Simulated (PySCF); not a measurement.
Species: C6H6O3 (charge -1 and doublet state).
Cartesian coordinates in Å at the GFN2-xTB level; atoms count from 1:
```
atom  x, y, z in Å
C1     2.3888    0.8811    0.0290
O2     1.3485    0.7053   -0.8969
C3     0.1431    0.2157   -0.3469
C4    -0.4749   -0.8557   -1.0439
C5    -1.6995   -1.3218   -0.5742
C6    -2.2471   -0.7720    0.5451
O7    -1.6413    0.2523    1.2605
C8    -0.4258    0.8019    0.7838
O9     0.0087    1.7485    1.4629
H10    3.2111    1.3557   -0.5121
H11    2.0698    1.5177    0.8587
H12    2.7318   -0.0842    0.4326
H13   -0.0013   -1.2573   -1.9261
H14   -2.2257   -2.1226   -1.0794
H15   -3.1905   -1.0567    0.9849
```

The hyperfine couplings belong to this conformer and change with its torsions.

Identity: `COC1=CC=CO[C]1[O-]` [radical] (charge -1).

Method used: UKS B3LYP, pcH-1 on C H O, non-relativistic, mean-field spin-orbit, GIAO in PySCF 2.14.0. Whether the extra electron is bound in the gas phase wasn't checked; a finite basis holds it in any case. The geometry wasn't refined by DFT: couplings that depend on bond lengths, twists or pyramidal angles can differ widely from those at the functional's own minimum, by a factor of two or more for some ions and for spin on atoms past the first row. Stability of the SCF solution: not tested.

(1) Break the g tensor into its mass correction, gauge correction and orbital-Zeeman/spin–orbit terms.

(2) What effective moment and Curie constant follow for a powder?

(3) At 9.609 GHz, how far is the centre of the isotropic spectrum from where a free electron (g = 2.002319) resonates?

(4) What are the electron Larmor frequencies g μB B/h along the three axes at 340 mT?

(5) In a frozen sample, at which fields do the three g values resonate at 9.5, 34, 94 and 263 GHz (hyperfine left aside), and which band first spreads them over more than twice a line width of 0.5 mT?

## Answers

(1) 
```json
{"Δg (ppm)": "relativistic mass correction", "1": "-204", "2": "-204", "3": "-204"}
{"Δg (ppm)": "gauge correction", "1": "-11", "2": "41", "3": "33"}
{"Δg (ppm)": "orbital Zeeman/spin–orbit", "1": "-15", "2": "1887", "3": "2453"}
{"Δg (ppm)": "total", "1": "-229", "2": "1724", "3": "2282"}
```

So g = 2.00209, 2.00404, 2.00460 and g_iso = 2.00358; the tensor is rhombic: the two nearest values differ by 22 % of g3 − g1. Axes: g2 points within 10° of the C3–C4 bond.

(2) With the mean of g² = 4.0143 and S(S+1) = 0.75: μ_eff = √(⟨g²⟩S(S+1)) = 1.735 μB and χT = 0.12505·⟨g²⟩·S(S+1) = 0.376 cm³ K/mol (cgs; spin-Hamiltonian part alone).

(3) B = hν/(g μB) with μB/h = 13.99624 MHz/mT gives 342.87 mT for the free electron and 342.66 mT at g_iso, 0.22 mT lower.

(4) 9.5274, 9.5367, 9.5393 GHz for g1, g2 and g3, a range of 12.0 MHz.

(5) 
```tsv
band	GHz	B(g3) mT	B(g2) mT	B(g1) mT	spread mT
X	9.5	338.60	338.69	339.02	0.42
Q	34.0	1211.82	1212.16	1213.34	1.52
W	94.0	3350.33	3351.27	3354.54	4.20
J	263.0	9373.81	9376.42	9385.57	11.76
```

The spread grows in proportion to the frequency. Q band is the first where it exceeds 1.0 mT.

The Mulliken spin populations are largest on C6 (+0.40), C4 (+0.38), C3 (+0.15) and C5 (-0.15). The positive populations add up to 1.19 and the negative ones to -0.19, together 2S = 1.

The HOMO–LUMO gaps are 3.45 eV among the α and 4.38 eV among the β orbitals.

The SMILES draws the unpaired electron on C8; the largest computed Mulliken spin population is on C6 (0.40 against 0.07).
